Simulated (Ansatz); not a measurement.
CH7BFNSn (`FBN[CH2][SnH3]`). The species carries charge 0 and has multiplicity 1. Sn takes the def2 core potential.

Cartesian coordinates in Å:
```
F -0.619 -1.487 -2.148
B 0.525 -0.824 -1.935
N 0.854 -0.427 -0.644
C 0.065 -0.640 0.550
Sn -0.770 1.204 1.331
H 1.244 -0.585 -2.861
H 1.710 0.086 -0.510
H 0.657 -1.121 1.332
H -0.763 -1.307 0.311
H -1.533 0.948 2.839
H 0.517 2.316 1.528
H -1.887 1.836 0.207
```

Task: List the harmonic frequencies (cm⁻¹, unscaled) at PBE0-D4/def2-TZVP in Ansatz. (Estimate.)

Result: Computed: 40, 76, 148, 213, 320, 389, 410, 565, 626, 643, 681, 717, 727, 792, 896, 943, 1090, 1157, 1226, 1239, 1401, 1473, 1538, 1928, 1935, 1949, 2641, 3068, 3144, 3644.

Task: Is this a minimum?

Result: Yes, all 30 modes are real.

Task: Give the ideal-gas thermochemistry at 298.15 K and 1 bar (rigid rotor, harmonic oscillator; point group C1, symmetry number 1).

Result: Zero-point energy 213.0 kJ/mol; H(298) − E = 235.9 kJ/mol; entropy 375.9 J/(mol·K), of which translation 173.7, rotation 118.1, vibration 84.1; G(298) − E = 123.8 kJ/mol. Modes under 100 cm⁻¹ are hindered rotations or soft bends, so the harmonic entropy is rough.

Task: And at 400, 500, 600, 800 and 1000 K?

Result: 
```csv
T (K),H − E (kJ/mol),S (J/mol/K),G − E (kJ/mol)
400,249.3,414.6,83.5
500,264.8,449.1,40.3
600,282.2,480.7,-6.2
800,321.2,536.6,-108.1
1000,364.4,584.7,-220.4
```
